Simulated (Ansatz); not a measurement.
Reaction (ligand exchange at the Si–C bond): `BOC[SiH](F)F` + H₂S → `F[SiH](F)S` + `BOC`

Gas-phase electronic energies from Ansatz, PBE0-D4/def2-TZVP geometries. CCSD(T)/CBS adds triple-zeta CCSD(T) − MP2 to the extrapolated MP2 energy (def2 sets, frozen cores). This one scheme is used for every species. Functionals use def2-TZVPP. B3LYP here is the variant with VWN-RPA as its local correlation; programs differ in this. Each species was taken in one conformer, which may not be the lowest.

`BOC[SiH](F)F`:

Cartesian coordinates in Å:
```
B -0.559 1.783 -0.972
O 0.194 0.671 -0.944
C 0.679 0.113 0.272
Si -0.076 -1.580 0.513
F 0.404 -2.135 1.922
F 0.457 -2.577 -0.597
H -0.829 2.353 0.052
H -0.928 2.152 -2.047
H 0.441 0.762 1.124
H 1.769 0.035 0.209
H -1.551 -1.578 0.468
```

H₂S:

Z-matrix (Å, degrees):
```
S
H 1 1.341
H 1 1.341 2 92.3
```

`F[SiH](F)S`:

Cartesian coordinates in Å:
```
F -0.258 1.628 -0.419
Si -0.394 0.198 0.249
F -1.482 -0.566 -0.615
S 1.444 -0.827 0.246
H -0.870 0.340 1.633
H 1.559 -0.773 -1.094
```

`BOC`:

Cartesian coordinates in Å:
```
B -0.111 -1.343 -0.077
O 0.338 -0.203 -0.618
C 0.129 1.055 -0.010
H -0.717 -1.321 0.963
H 0.119 -2.353 -0.674
H -0.427 0.956 0.927
H 1.098 1.517 0.188
H -0.428 1.693 -0.699
```

```json
{"level": "PBE-D4", "ΔE (kcal/mol)": "-18.2", "difference from CCSD(T)/CBS": "-0.2"}
{"level": "PBE0-D4", "ΔE (kcal/mol)": "-18.5", "difference from CCSD(T)/CBS": "-0.5"}
{"level": "B3LYP-D4", "ΔE (kcal/mol)": "-17.5", "difference from CCSD(T)/CBS": "0.5"}
{"level": "ωB97X-V", "ΔE (kcal/mol)": "-17.8", "difference from CCSD(T)/CBS": "0.2"}
{"level": "ωB97M-V", "ΔE (kcal/mol)": "-17.7", "difference from CCSD(T)/CBS": "0.3"}
{"level": "B2PLYP", "ΔE (kcal/mol)": "-18.3", "difference from CCSD(T)/CBS": "-0.3"}
{"level": "PBE", "ΔE (kcal/mol)": "-18.6", "difference from CCSD(T)/CBS": "-0.6"}
{"level": "r2SCAN", "ΔE (kcal/mol)": "-19.0", "difference from CCSD(T)/CBS": "-1.0"}
{"level": "PBE0", "ΔE (kcal/mol)": "-18.9", "difference from CCSD(T)/CBS": "-0.9"}
{"level": "HF/def2-TZVPP", "ΔE (kcal/mol)": "-18.4", "difference from CCSD(T)/CBS": "-0.4"}
{"level": "MP2/def2-TZVPP", "ΔE (kcal/mol)": "-18.6", "difference from CCSD(T)/CBS": "-0.6"}
{"level": "CCSD/def2-TZVPP", "ΔE (kcal/mol)": "-17.2", "difference from CCSD(T)/CBS": "0.8"}
{"level": "CCSD(T)/def2-TZVPP", "ΔE (kcal/mol)": "-17.4", "difference from CCSD(T)/CBS": "0.6"}
{"level": "SCS-MP2/def2-QZVPP", "ΔE (kcal/mol)": "-18.4", "difference from CCSD(T)/CBS": "-0.4"}
{"level": "MP2/CBS(def2)", "ΔE (kcal/mol)": "-19.2", "difference from CCSD(T)/CBS": "-1.2"}
{"level": "CCSD/CBS(def2)", "ΔE (kcal/mol)": "-17.8", "difference from CCSD(T)/CBS": "0.2"}
{"level": "CCSD(T)/CBS", "ΔE (kcal/mol)": "-18.0", "difference from CCSD(T)/CBS": "0"}
```

Largest T1 diagnostic among the species: 0.014.
